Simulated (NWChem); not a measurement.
# SiH4O; SMILES O[SiH3]

Results from NWChem. Geometry: optimised at PBE0/def2-SVP. Level: B3LYP/def2-SVP with SMD (1 M gas to 1 M solution), gas-phase geometry. Reactions with the solvent are ignored.

Q: Order these by “cavity-dispersion-structure term (kcal/mol)”, lowest first: water; cyclohexanone; 1-octanol.

A: cyclohexanone (-0.3), 1-octanol (0.5), water (2.3)
